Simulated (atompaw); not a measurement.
## What one change does to a pseudopotential (iodine, PAW (atompaw))

atompaw 4.2.0.5 input, output lines left out:

```
I 53
GGA-PBESOL scalarrelativistic loggrid 1500 logderivrange -6 5 276
5 5 4 0 0 0
5 1 5
0 0 0
c
c
c
c
v
c
c
c
v
c
v
2
2.35 2.00 1.90 1.90
y
-0.65
n
y
-0.15
n
y
-3.3
n
custom polynom gramschmidtortho sinc
bessel
2.35
2.35
2.35
2.35
2.35
1.40
```

All-electron outer shells of the reference configuration (PBEsol, scalar-relativistic, ld1.x):

```
shell  level (eV)  outermost node (bohr)  outermost maximum (bohr)
   4s     -180.33                   0.37                      0.68
   4p     -127.38                   0.37                      0.72
   4d      -50.21                   0.35                      0.78
   5s      -17.45                   0.88                      1.70
   5p       -7.10                   0.96                      2.02
```

Change: augmentation sinc compensation charge, radius 2.00 bohr; PAW radius 2.35 bohr; waves and projectors: custom polynom2 7 10 vanderbiltortho.

Cutoffs: the cutoffs (Ry, on a coarse ladder) from which the occupation-weighted sum of valence levels, in a spherical-Bessel basis at the reference potential, stays within 10 and 1 mRy of its value at 400 Ry; they do not see the model core or the augmentation charge, which bear on the density cutoff.

Problem. What does the change do?

Solution. The potential gets harder (18 Ry and 35 Ry → 25 Ry and 50 Ry); neither file shows a bound ghost.

```csv
quantity,base,changed
"cutoff, loose",18 Ry,25 Ry
"cutoff, tight",35 Ry,50 Ry
loose cutoff by channel (10 mRy a level),"s 6 Ry, p 6 Ry, d 15 Ry","s 6 Ry, p 6 Ry, d 10 Ry"
bound ghosts,none,none
s: phases at 2.37 bohr within 0.05 rad from the reference energy up to (Ry; the scan ends near 5),3.4,3.2
p: phases at 2.37 bohr within 0.05 rad from the reference energy up to (Ry; the scan ends near 5),4.8,4.8
d: phases at 2.37 bohr within 0.05 rad from the reference energy up to (Ry; the scan ends near 5),0.1,-0.1
lowest overlap eigenvalue by channel,"s 0.17, p 0.44, d 0.01","s 0.44, p 0.84, d 0.25"
```

 The cutoffs see the waves, projectors and local potential, not the compensation charge or the core.
